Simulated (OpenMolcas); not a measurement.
Mo4+: moving the ligands

Mo4+ with 6 ligands (chloride) in trigonal antiprismatic coordination (D3d) at 2.41 Å, a polar angle of 60.2° against the regular 54.74°. A charge of +0.333 e stands 2.8 Å behind each ligand. Ligand basis ANO-RCC-VDZP.

```yaml
Program: OpenMolcas
Method: CASSCF
Basis: ANO-RCC-VTZP [7s6p4d2f1g]
Scalar_Hamiltonian: DKH2, point nucleus
Active_space: 2 electrons in 5 orbitals (4d)
State_averaging: 2S+1 = 3 even, 10 roots; 2S+1 = 1 even, 15 roots
Spin-orbit_coupling: RASSI with atomic mean-field integrals over the reference wave functions
```

Runs around this geometry, states (labels of D3, the rotations of D3d). Energies in cm-1 above the lowest state or level, χT in cm3 K/mol.

| R (Å) | Ground state | First state of that spin | First gap with spin-orbit (degeneracies) | χT at 300 K | First state of another spin |
| --- | --- | --- | --- | --- | --- |
| 2.34 | 3A2 | 3E 235.5 | 52.2 (1, 2) | 0.414 | 1E 9141 |
| 2.41 | 3A2 | 3E 201.8 | 48.2 (1, 2) | 0.396 | 1E 9426 |
| 2.49 | 3A2 | 3E 182.9 | 44.2 (1, 2) | 0.378 | 1E 9720 |

Without dynamic correlation the repulsion within the d shell is too large (B by tens of per cent), so at a given field states of lower spin stand too high. With metal d orbitals alone the field can be off either way by tens of per cent. Ligand-to-metal charge-transfer states are missing. With no ligand orbital active B as a rule stays too high, so bands that hang on it stand too high and its fall with covalency is understated. Spin-orbit coupling mixes the spin-free states strongly: the lowest level takes only 69 % from its leading state, 3A2 (figures for R = 2.34; the like holds for R = 2.41, R = 2.49). The least metal-like active orbital is 69 % on the metal (Löwdin) and no ligand orbital is active, so the numbers are rough (holds for R = 2.34). The least metal-like active orbital is 71 % on the metal (Löwdin) and no ligand orbital is active, so the numbers are rough (holds for R = 2.41). The least metal-like active orbital is 73 % on the metal (Löwdin) and no ligand orbital is active, so the numbers are rough (holds for R = 2.49). No measured value stands beside these numbers; the geometry was imposed, not optimised, and the real ion may take another.
